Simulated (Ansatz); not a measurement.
Harmonic frequencies (cm⁻¹) at PBE0-D4/def2-TZVP from Ansatz: 63, 64, 66, 144, 144, 151, 165, 165, 434, 457, 457, 497, 497, 508, 538, 593, 593, 766, 1148, 1148, 1162, 1401, 1407, 1407, 1410, 1410, 1415, 3018, 3018, 3020, 3112, 3112, 3113, 3121, 3122, 3122.

Q: Which molecule is it?
A. `[NH2][Ti]([NH2])([OH])[OH]`
B. `[CH3][Ti]([OH])([OH])[OH]`
C. `[CH3][Ti]([CH3])([CH3])[F]`
D. `[OH][Ti]([OH])([OH])[SH]`

A: C.
